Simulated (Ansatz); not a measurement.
Reactions of `[BH2][GaH2]`.

Computed with Ansatz on PBE0-D4/def2-TZVP structures; ΔE is electronic, products minus reactants. CBS: MP2 limit from def2 TZ/QZ plus the TZ coupled-cluster correction, frozen cores. This one scheme is used for every species. Double bonds are as drawn, so ΔE can hold a change between cis and trans. Functionals use def2-TZVPP. def2 core potentials past Kr. For Ga, Se, Sn outer-core shells are correlated without core-valence functions, which leaves a few kJ/mol of doubt a bond. Scalar relativity is left out up to krypton. Each species was taken in one conformer, which may not be the lowest.

```json
{"reaction": "`[BH2][GaH2]` + `N[SiH3]` → `B[SiH2]N` + `[GaH3]`", "PBE0-D4 (eV)": "0.10", "B2PLYP (eV)": "0.14", "CCSD/CBS(def2) (eV)": "0.16"}
{"reaction": "`[BH2][GaH2]` + `[SiH3]C[O][SnH3]` → `[SiH3][BH][GaH2]` + `C[O][SnH3]`", "PBE0-D4 (eV)": "-0.17", "B2PLYP (eV)": "-0.08", "CCSD/CBS(def2) (eV)": "-0.09"}
{"reaction": "`[BH2][GaH2]` + `NB1B[SiH2]1` → `[GaH2][B]1B[SiH2]1` + `BN`", "PBE0-D4 (eV)": "-0.95", "B2PLYP (eV)": "-0.95", "CCSD/CBS(def2) (eV)": "-0.98"}
{"reaction": "`[BH2][GaH2]` + `C/N=C/[SeH]` → `BC/N=C/[SeH]` + `[GaH3]`", "PBE0-D4 (eV)": "-0.13", "B2PLYP (eV)": "-0.15", "CCSD/CBS(def2) (eV)": "-0.10"}
{"reaction": "`[BH2][GaH2]` + `[SiH3]C[O][AlH][SiH3]` → `[BH2][GaH][SiH3]` + `[AlH2][O]C[SiH3]`", "PBE0-D4 (eV)": "-0.13", "B2PLYP (eV)": "-0.19", "CCSD/CBS(def2) (eV)": "-0.17"}
```

(1) Give the CCSD(T)/CBS values in the same order. (Best estimate.)

Largest T1 diagnostic: 0.015, for `[GaH2][B]1B[SiH2]1`.

## Answers

(1) Computed: 0.16, -0.10, -1.05, -0.10, -0.17 eV.
